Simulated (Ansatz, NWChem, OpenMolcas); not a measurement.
Strength of the Ge–H bond: GeH3(CH3) → GeH2(CH3) + H

Species: GeH3(CH3), singlet; GeH2(CH3), doublet; H atom, doublet. 

Shapes, held fixed at every level: PBE0-D4/def2-TZVP. Programs: Ansatz 0.2.0, NWChem 7.3.0, OpenMolcas 26.06. A level may come from different programs for different species; with the same settings they agree closely. The zero-point and thermal change to 298 K, harmonic and unscaled (PBE0-D4/def2-TZVP), is -18.5 kJ/mol.

(1) Estimate ΔH(298 K) of this reaction.

Results:

(1) The highest level, CCSD(T)/def2-TZVPP, gives ΔH(298 K) = +358.7 kJ/mol; the levels span +341.7 to +358.7. The column of differences is taken from that level and isn't an error. No measured value is set beside it here. Open shells run unrestricted unless RO is named. Relativity is left out for Ge unless named. Correlated rows may include outer-core shells of Ge, which these sets cover unevenly.

| level | kind | ΔH(298 K) (kJ/mol) | less CCSD(T)/def2-TZVPP |
| --- | --- | --- | --- |
| PBE-D4/def2-TZVPP | GGA | +341.7 | -17.0 |
| B3LYP/6-31G* (Cartesian functions) | global hybrid | +349.2 | -9.5 |
| BHLYP-D4/def2-TZVPP | global hybrid | +354.5 | -4.2 |
| MP2/def2-TZVPP | perturbation theory | +348.4 | -10.3 |
| CCSD(T)/def2-SVP | coupled cluster or CI | +346.0 | -12.7 |
| CCSD/def2-TZVPP | coupled cluster or CI | +357.5 | -1.2 |
| CCSD(T)/def2-TZVPP | coupled cluster or CI | +358.7 | 0.0 |
